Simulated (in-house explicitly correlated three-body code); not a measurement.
Computed with an exponentially correlated three-body code. Model: two electrons around a point charge, non-relativistic, variational in 260 exponentially correlated functions (energies converged to about 1e-7 hartree, or 1e-8 relative for large Z).

Command:
```bash
python run_hyl.py task.json out
```
Settings (lengths in bohr, energies in hartree):
```
Z                      18
screening              1.8
interaction_strength   1
functions              260
states_tried           13
```

Time taken, with all properties: 71 s on 1 thread of Arm Neoverse V2, on a shared host.

**Those bound S and P states to n = 4 that converged, binding against the one-electron ion.**

Given: nuclear charge 18; Yukawa screening of all interactions 1.8 1/bohr.

Computed: one-electron threshold -131.886802 hartree.

```csv
term,energy (hartree),binding (eV)
1 1S,-254.386263,3333.4
2 3S,-146.268556,391.35
2 1S,?,?
2 3P,-144.635108,346.9
2 1P,-144.216791,335.52
3 3S,-132.639737,20.488
3 1S,-132.574414,18.711
3 3P,?,?
3 1P,-132.078941,5.2284
```

(1) What belongs in the row 2 1S?

(2) What belongs in the row 3 3P?

**Converged states only, values per electron or pair (inverse distances are <exp(-kr)/r>).**

```json
{"term": "1 1S", "mean r (bohr)": "0.085886", "mean r squared (bohr²)": "0.0098834", "mean inverse r (1/bohr)": "15.897", "mean r12 (bohr)": "0.12597", "mean inverse r12 (1/bohr)": "9.2332", "mean cosine": "-0.0073076", "mean p1 dot p2 (bohr⁻²)": "2.2225", "delta r1 (bohr⁻³)": "1764.3", "delta r12 (bohr⁻³)": "203.78"}
{"term": "2 3S", "mean r (bohr)": "?", "mean r squared (bohr²)": "?", "mean inverse r (1/bohr)": "?", "mean r12 (bohr)": "?", "mean inverse r12 (1/bohr)": "?", "mean cosine": "?", "mean p1 dot p2 (bohr⁻²)": "?", "delta r1 (bohr⁻³)": "?", "delta r12 (bohr⁻³)": "-"}
{"term": "2 1S", "mean r (bohr)": "0.23402", "mean r squared (bohr²)": "0.09157", "mean inverse r (1/bohr)": "9.3763", "mean r12 (bohr)": "0.39311", "mean inverse r12 (1/bohr)": "2.2888", "mean cosine": "-0.00341", "mean p1 dot p2 (bohr⁻²)": "0.16556", "delta r1 (bohr⁻³)": "998.99", "delta r12 (bohr⁻³)": "31.421"}
{"term": "2 3P", "mean r (bohr)": "0.20421", "mean r squared (bohr²)": "0.069007", "mean inverse r (1/bohr)": "9.3661", "mean r12 (bohr)": "0.34282", "mean inverse r12 (1/bohr)": "2.2529", "mean cosine": "-0.063291", "mean p1 dot p2 (bohr⁻²)": "-18.684", "delta r1 (bohr⁻³)": "912.54", "delta r12 (bohr⁻³)": "-"}
{"term": "2 1P", "mean r (bohr)": "?", "mean r squared (bohr²)": "?", "mean inverse r (1/bohr)": "?", "mean r12 (bohr)": "?", "mean inverse r12 (1/bohr)": "?", "mean cosine": "?", "mean p1 dot p2 (bohr⁻²)": "?", "delta r1 (bohr⁻³)": "?", "delta r12 (bohr⁻³)": "?"}
{"term": "3 3S", "mean r (bohr)": "0.66814", "mean r squared (bohr²)": "0.93022", "mean inverse r (1/bohr)": "8.2826", "mean r12 (bohr)": "1.2558", "mean inverse r12 (1/bohr)": "0.26269", "mean cosine": "-0.00028037", "mean p1 dot p2 (bohr⁻²)": "0.015238", "delta r1 (bohr⁻³)": "925.89", "delta r12 (bohr⁻³)": "-"}
{"term": "3 1S", "mean r (bohr)": "0.68617", "mean r squared (bohr²)": "0.98639", "mean inverse r (1/bohr)": "8.275", "mean r12 (bohr)": "1.2914", "mean inverse r12 (1/bohr)": "0.31291", "mean cosine": "-0.00041808", "mean p1 dot p2 (bohr⁻²)": "0.019699", "delta r1 (bohr⁻³)": "925.31", "delta r12 (bohr⁻³)": "3.5847"}
{"term": "3 3P", "mean r (bohr)": "0.75686", "mean r squared (bohr²)": "1.2926", "mean inverse r (1/bohr)": "8.2381", "mean r12 (bohr)": "1.4332", "mean inverse r12 (1/bohr)": "0.24552", "mean cosine": "-0.0048456", "mean p1 dot p2 (bohr⁻²)": "-1.4143", "delta r1 (bohr⁻³)": "915.45", "delta r12 (bohr⁻³)": "-"}
{"term": "3 1P", "mean r (bohr)": "0.78431", "mean r squared (bohr²)": "1.4052", "mean inverse r (1/bohr)": "8.231", "mean r12 (bohr)": "1.4872", "mean inverse r12 (1/bohr)": "0.26374", "mean cosine": "0.0039037", "mean p1 dot p2 (bohr⁻²)": "1.3567", "delta r1 (bohr⁻³)": "915.73", "delta r12 (bohr⁻³)": "0.80687"}
```

(3) What belongs in the row 2 3S?

(4) What belongs in the row 2 1P?

**Electric-dipole lines between converged S and P states, rate of the upper state's decay.**

```tsv
s state	p state	p minus s (eV)	oscillator strength from s	rate (1/s)
1 1S	2 1P	2997.9	0.6569	8.539e+13
1 1S	3 1P	?	?	?
2 1S	2 1P	39.446	0.11409	2.5678e+09
2 1S	3 1P	369.73	0.12096	2.3917e+11
3 1S	2 1P	-316.81	-0.033213	1.4464e+11
3 1S	3 1P	?	?	?
2 3S	2 3P	44.448	0.12388	3.5398e+09
2 3S	3 3P	385.17	0.12149	2.6071e+11
3 3S	2 3P	-326.41	-0.03465	1.6019e+11
3 3S	3 3P	14.315	0.5927	1.7566e+09
```

(5) What belongs in the row 1 1S 3 1P?

(6) What belongs in the row 3 1S 3 1P?

**Static dipole response.**

```csv
state,polarisability (bohr³)
1 1S,9.7306e-05
2 1S,0.056304
2 3S,0.048258
```

## Answers

(1) energy (hartree): -145.666401; binding (eV): 374.96.

(2) energy (hartree): -132.113687; binding (eV): 6.1738.

(3) mean r (bohr): 0.23004; mean r squared (bohr²): 0.087937; mean inverse r (1/bohr): 9.4007; mean r12 (bohr): 0.38918; mean inverse r12 (1/bohr): 1.7511; mean cosine: -0.00213; mean p1 dot p2 (bohr⁻²): 0.12983; delta r1 (bohr⁻³): 1002.2.

(4) mean r (bohr): 0.20736; mean r squared (bohr²): 0.07149; mean inverse r (1/bohr): 9.3468; mean r12 (bohr): 0.33727; mean inverse r12 (1/bohr): 2.5964; mean cosine: 0.053111; mean p1 dot p2 (bohr⁻²): 18.167; delta r1 (bohr⁻³): 916.61; delta r12 (bohr⁻³): 8.9722.

(5) p minus s (eV): 3328.2; oscillator strength from s: 0.043615; rate (1/s): 6.9877e+12.

(6) p minus s (eV): 13.483; oscillator strength from s: 0.59257; rate (1/s): 1.558e+09.
